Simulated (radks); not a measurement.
Q: These are the eigenvalues of the occupied orbitals of an atom or ion with whole-number occupations (eV). Method: non-relativistic Kohn-Sham, revTPSS, spin-unpolarised, spherical densities, point nucleus; meta-GGA in the generalised Kohn-Sham scheme; computed with a radial shooting solver on a logarithmic mesh with Libxc functionals.

1s: -25699.01
2s: -3753.100
2p: -3496.670
3s: -715.9502
3p: -611.9985
3d: -421.3539
4s: -119.1635
4p: -85.5887
4d: -30.9353
5s: -14.7119
6s: -2.5334

Which element is it, and in what charge state? The configuration may be excited.

A: Z = 48, cadmium, charge 0: Cd in [Kr] 4d8 5s2 6s2. The list shows which subshells hold electrons but not how many an open one holds; the 1s level, -944.42 hartree, gives Z - s = 43.5 by -(Z - s)^2/2, which with screening narrows Z to a few neighbours, and the depths of the outer levels then fix element, charge and occupations together.
